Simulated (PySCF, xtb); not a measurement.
B(H)(OMe)(SMe) (C₂H₇BOS), SMILES COBSC. The values are those of a single conformer.

Harmonic wavenumbers (cm⁻¹) from GFN2-xTB run with xtb at its own minimum, in rising order: 75, 91, 144, 163, 203, 283, 397, 719, 749, 787, 945, 957, 978, 1069, 1131, 1145, 1281, 1313, 1413, 1446, 1448, 1470, 1472, 2585, 2961, 2965, 2976, 3043, 3048, 3066.

What does PySCF with B3LYP-D3(BJ)/def2-SVP give at its own minimum? (Estimate from the structure and the level; the computed values follow.)

47, 94, 144, 144, 240, 299, 427, 699, 800, 844, 961, 976, 1004, 1123, 1183, 1196, 1327, 1381, 1447, 1450, 1469, 1473, 1495, 2587, 3017, 3055, 3108, 3109, 3161, 3164. Paired by order, the mean absolute difference is 41 cm⁻¹ and the zero-point energies are 57.6 and 59.2 kcal/mol.
